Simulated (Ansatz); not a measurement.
`CSB(O)O`, charge 0, multiplicity 1.

(1) Give a relaxed structure at PBE0-D4/def2-TZVP (Ansatz 0.2.0). (Estimate.)

Answers

(1) Computed: 
```xyz
10

C     0.4500    1.3414   -0.7797
S    -0.9189    0.7468    0.2391
B    -0.4215   -0.9736    0.6205
O    -1.2341   -1.7467    1.3888
O     0.7282   -1.5504    0.1824
H     0.5408    0.7624   -1.6999
H     0.2242    2.3724   -1.0485
H     1.3900    1.3328   -0.2260
H    -2.0346   -1.3068    1.6792
H     1.2760   -0.9783   -0.3558
```
Point group Cs.
This is one stationary point; other conformers may exist.
